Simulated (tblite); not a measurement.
Species: C₄H₁₃NSi₂.
Z-matrix (Å and degrees, GFN2-xTB geometry), rows numbered from 1:
```
C 
C   1  1.3249
C   2  1.4975  1  121.14
Si  2  1.9035  1  121.82  3  -179.86
C   4  1.9087  2  109.61  1   123.48
N   4  1.7407  2  103.65  1  -126.41
Si  4  2.3224  2  112.17  1    -0.29
H   1  1.0809  2  122.34  3    -0.10
H   1  1.0788  2  121.98  3   179.88
H   3  1.0882  2  109.83  1   125.21
H   3  1.0890  2  109.85  1  -116.82
H   3  1.0888  2  111.67  1     3.91
H   5  1.0859  4  111.13  2   -59.04
H   5  1.0861  4  111.03  2  -178.55
H   5  1.0855  4  111.67  2    61.42
H   6  1.0077  4  118.52  2  -162.95
H   6  1.0079  4  118.55  2    60.55
H   7  1.4690  4  112.96  2   -63.63
H   7  1.4695  4  111.97  2   178.24
H   7  1.4664  4  114.50  2    58.10
```

Computed values, GFN2-xTB/tblite, gas phase, harmonic and unscaled. Against measured fundamentals such values can be off by several per cent, at times by over 20. Modes of hydrogen on silicon can be 10 to 20 % off. One conformer, not necessarily the lowest.

Harmonic wavenumbers (cm⁻¹): 26.4, 77.0, 104.0, 107.8, 125.8, 133.8, 147.2, 174.5, 183.0, 222.2, 273.8, 362.5, 393.7, 433.0, 433.6, 454.3, 540.3, 629.9, 681.3, 715.8, 779.2, 786.9, 812.8, 817.7, 827.1, 832.0, 872.1, 908.6, 965.8, 1010.6, 1038.1, 1216.4, 1371.3, 1395.3, 1427.6, 1476.9, 1487.8, 1494.7, 1499.2, 1525.6, 1689.5, 2196.7, 2204.3, 2224.2, 3006.8, 3013.7, 3025.6, 3034.9, 3041.6, 3042.5, 3056.8, 3086.7, 3465.1, 3498.5.

A = 2004, B = 1293, C = 1024 MHz; mass 131.059 u (most abundant isotopes); point group C1, symmetry number 1.

**Question.** What is the zero-point energy?

**Answer.** ½Σν̃ = 34176 cm⁻¹ = 97.72 kcal/mol.

**Question.** What is S at 273.15 K and 1 bar for an ideal gas of classical rigid rotors and harmonic oscillators?

**Answer.** Translation 40.12, rotation 28.92, vibration 38.35: S = 107.4 cal/(mol K).

**Question.** And Cp and H(273.15 K) − H(0)?

**Answer.** Cp = 44.14 cal/(mol K), of which vibrations give 36.19 (their classical limit is 54 R = 107.3); H(273.15 K) − H(0) = 7.56 kcal/mol without the zero-point energy, 5.39 from vibrations.

**Question.** Blend soft modes into free rotors: weight 1/[1 + (100 cm⁻¹/ν̃)⁴] for the oscillator and the rest for a rotor with moment μB/(μ + B), μ = h/(8π²ν), B = 10⁻⁴⁴ kg m². What vibrational entropy results?

**Answer.** 35.42 cal/(mol K) in place of 38.35, which changes −T·S at 273.15 K by +0.80 kcal/mol.

**Question.** What must be added to the electronic energy to get the Gibbs energy at 273.15 K and 1 bar?

**Answer.** ZPE + [H(273.15 K) − H(0)] − T·S = 97.72 + 7.56 − 29.33 = 75.95 kcal/mol.

Hindered rotation and anharmonicity are outside this model. Other conformers, if any are populated, would add a mixing term that is left out. The structure is chiral; the term R ln 2 for an equal mix with its mirror image is left out.
